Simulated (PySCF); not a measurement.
Isomers of C4H14Si3.

All values: PBE0/pcSseg-1 (PySCF) at GFN2-xTB geometries, gas phase, one conformer each.

(1) Rank by HOMO energy, highest first.
A. `C=C(C)C([SiH3])([SiH3])[SiH3]`
B. `[SiH3:1][CH2:2][C@H:3]1[CH2:4][SiH2:5][CH2:6][SiH2:7]1` with Si1–C2–C3–C4 168°, C2–C3–C4–Si5 170°, C3–C4–Si5–C6 -33°, C4–Si5–C6–Si7 9°, Si5–C6–Si7–C3 11°
C. `[SiH3]C([SiH3])([SiH3])C1CC1`
D. `[CH3:1][SiH2:2][CH2:3][C@@H:4]1[CH2:5][SiH2:6][SiH2:7]1` with C1–Si2–C3–C4 -53°, Si2–C3–C4–C5 -62°, C3–C4–C5–Si6 -142°, C4–C5–Si6–Si7 13°, C5–Si6–Si7–C4 -11°, C3–C4–Si7–Si6 137°
E. `[CH3:1][SiH2:2][CH2:3]/[C:4]([SiH3:5])=[CH:6]\[SiH3:7]` with C1–Si2–C3–C4 -50°, Si2–C3–C4–Si5 -74°

(2) Rank by the lowest IAO charge on any atom, highest value first.
A. `[CH3:1]/[CH:2]=[CH:3]\[SiH2:4][Si@H:5]([CH3:6])[SiH3:7]` with C2–C3–Si4–Si5 -70°, C3–Si4–Si5–C6 99°
B. `[SiH3:1][CH2:2][C@H:3]1[CH2:4][SiH2:5][CH2:6][SiH2:7]1` with Si1–C2–C3–C4 168°, C2–C3–C4–Si5 170°, C3–C4–Si5–C6 -33°, C4–Si5–C6–Si7 9°, Si5–C6–Si7–C3 11°
C. `[CH3:1][Si@@H:2]1[CH2:3][C@H:4]([CH2:5][SiH3:6])[SiH2:7]1` with C3–C4–C5–Si6 174°, C1–Si2–C3–C4 -134°, Si2–C3–C4–C5 145°, C3–C4–Si7–Si2 -14°, C1–Si2–Si7–C4 123°
D. `C=C(C)C([SiH3])([SiH3])[SiH3]`
E. `[CH3:1][C:2]1([CH3:3])[CH2:4][Si@@H:5]([SiH3:6])[SiH2:7]1` with C1–C2–C4–Si5 -144°, C2–C4–Si5–Si6 -103°, C4–Si5–Si7–C2 -14°, C1–C2–Si7–Si5 137°

(3) Rank by LUMO energy, lowest first.
A. `C=C(C)C([SiH3])([SiH3])[SiH3]`
B. `[SiH3:1][CH:2]1[CH2:3][SiH2:4][CH2:5][SiH2:6][CH2:7]1` with Si1–C2–C3–Si4 -170°, C2–C3–Si4–C5 -54°, C3–Si4–C5–Si6 43°, Si4–C5–Si6–C7 -44°
C. `[CH3:1][SiH2:2][CH2:3]/[CH:4]=[CH:5]/[SiH2:6][SiH3:7]` with C1–Si2–C3–C4 -57°, Si2–C3–C4–C5 104°, C4–C5–Si6–Si7 111°
D. `[CH3:1][C:2]1([CH3:3])[CH2:4][Si@@H:5]([SiH3:6])[SiH2:7]1` with C1–C2–C4–Si5 -144°, C2–C4–Si5–Si6 -103°, C4–Si5–Si7–C2 -14°, C1–C2–Si7–Si5 137°
E. `[CH3:1][SiH2:2][CH2:3]/[C:4]([SiH3:5])=[CH:6]\[SiH3:7]` with C1–Si2–C3–C4 -50°, Si2–C3–C4–Si5 -74°
F. `[SiH3]C([SiH3])([SiH3])C1CC1`

Results:

(1) A (-7.06 eV), D (-7.19 eV), E (-7.33 eV), C (-7.64 eV), B (-8.03 eV).

(2) E (-0.509 e), A (-0.684 e), C (-0.703 e), D (-0.736 e), B (-0.833 e).

(3) E (-0.89 eV), D (-0.66 eV), C (-0.42 eV), A (-0.05 eV), F (0.27 eV), B (0.50 eV).

All values together:

| SMILES | μ (D) | HOMO (eV) | LUMO (eV) | lowest IAO charge (e) | highest IAO charge (e) | lowest Hirshfeld charge (e) | highest Hirshfeld charge (e) |
| --- | --- | --- | --- | --- | --- | --- | --- |
| [SiH3][Si@H]1CCCC[SiH2]1 | 1.07 | -7.67 | -0.33 | -0.523 (C) | +0.453 (Si) | -0.158 (C) | +0.238 (Si) |
| C[C@]1([SiH3])C[Si@H]([SiH3])C1 | 0.25 | -7.21 | -0.34 | -0.521 (C) | +0.582 (Si) | -0.162 (C) | +0.302 (Si) |
| C=C(C)C([SiH3])([SiH3])[SiH3] | 0.76 | -7.06 | -0.05 | -0.736 (C) | +0.592 (Si) | -0.215 (C) | +0.297 (Si) |
| CC1(C)C[Si@@H]([SiH3])[SiH2]1 | 0.58 | -7.26 | -0.66 | -0.509 (C) | +0.430 (Si) | -0.161 (C) | +0.235 (Si) |
| C/C=C\[SiH2][Si@H](C)[SiH3] | 1.24 | -7.28 | -0.42 | -0.684 (C) | +0.443 (Si) | -0.211 (C) | +0.235 (Si) |
| [SiH3]C([SiH3])([SiH3])C1CC1 | 0.89 | -7.64 | 0.27 | -0.730 (C) | +0.583 (Si) | -0.215 (C) | +0.296 (Si) |
| [SiH3]C[C@H]1C[SiH2]C[SiH2]1 | 0.59 | -8.03 | 0.40 | -0.833 (C) | +0.754 (Si) | -0.253 (C) | +0.341 (Si) |
| C[SiH2]C/C([SiH3])=C\[SiH3] | 0.30 | -7.33 | -0.89 | -0.714 (C) | +0.767 (Si) | -0.213 (C) | +0.351 (Si) |
| [SiH3]C1C[SiH2]C[SiH2]C1 | 0.50 | -7.26 | 0.50 | -0.830 (C) | +0.758 (Si) | -0.250 (C) | +0.338 (Si) |
| C[SiH2]C[C@@H]1C[SiH2][SiH2]1 | 0.44 | -7.19 | -0.02 | -0.716 (C) | +0.756 (Si) | -0.213 (C) | +0.342 (Si) |
| C[SiH2]C/C=C/[SiH2][SiH3] | 0.98 | -7.13 | -0.42 | -0.715 (C) | +0.774 (Si) | -0.213 (C) | +0.353 (Si) |
| C[Si@@H]1C[C@H](C[SiH3])[SiH2]1 | 1.26 | -7.41 | 0.01 | -0.703 (C) | +0.616 (Si) | -0.212 (C) | +0.309 (Si) |

Conformers: `[SiH3:1][Si@H:2]1[CH2:3][CH2:4][CH2:5][CH2:6][SiH2:7]1` with Si1–Si2–C3–C4 74°, Si2–C3–C4–C5 69°, C3–C4–C5–C6 -77°, C4–C5–C6–Si7 69°; `[CH3:1][C@:2]1([SiH3:3])[CH2:4][Si@H:5]([SiH3:6])[CH2:7]1` with C1–C2–C4–Si5 -101°, C2–C4–Si5–Si6 104°, C4–Si5–C7–C2 11°, C1–C2–C7–Si5 101°; `[CH3:1][C:2]1([CH3:3])[CH2:4][Si@@H:5]([SiH3:6])[SiH2:7]1` with C1–C2–C4–Si5 -144°, C2–C4–Si5–Si6 -103°, C4–Si5–Si7–C2 -14°, C1–C2–Si7–Si5 137°; `[CH3:1]/[CH:2]=[CH:3]\[SiH2:4][Si@H:5]([CH3:6])[SiH3:7]` with C2–C3–Si4–Si5 -70°, C3–Si4–Si5–C6 99°; `[SiH3:1][CH2:2][C@H:3]1[CH2:4][SiH2:5][CH2:6][SiH2:7]1` with Si1–C2–C3–C4 168°, C2–C3–C4–Si5 170°, C3–C4–Si5–C6 -33°, C4–Si5–C6–Si7 9°, Si5–C6–Si7–C3 11°; `[CH3:1][SiH2:2][CH2:3]/[C:4]([SiH3:5])=[CH:6]\[SiH3:7]` with C1–Si2–C3–C4 -50°, Si2–C3–C4–Si5 -74°; `[SiH3:1][CH:2]1[CH2:3][SiH2:4][CH2:5][SiH2:6][CH2:7]1` with Si1–C2–C3–Si4 -170°, C2–C3–Si4–C5 -54°, C3–Si4–C5–Si6 43°, Si4–C5–Si6–C7 -44°; `[CH3:1][SiH2:2][CH2:3][C@@H:4]1[CH2:5][SiH2:6][SiH2:7]1` with C1–Si2–C3–C4 -53°, Si2–C3–C4–C5 -62°, C3–C4–C5–Si6 -142°, C4–C5–Si6–Si7 13°, C5–Si6–Si7–C4 -11°, C3–C4–Si7–Si6 137°; `[CH3:1][SiH2:2][CH2:3]/[CH:4]=[CH:5]/[SiH2:6][SiH3:7]` with C1–Si2–C3–C4 -57°, Si2–C3–C4–C5 104°, C4–C5–Si6–Si7 111°; `[CH3:1][Si@@H:2]1[CH2:3][C@H:4]([CH2:5][SiH3:6])[SiH2:7]1` with C3–C4–C5–Si6 174°, C1–Si2–C3–C4 -134°, Si2–C3–C4–C5 145°, C3–C4–Si7–Si2 -14°, C1–Si2–Si7–C4 123°.
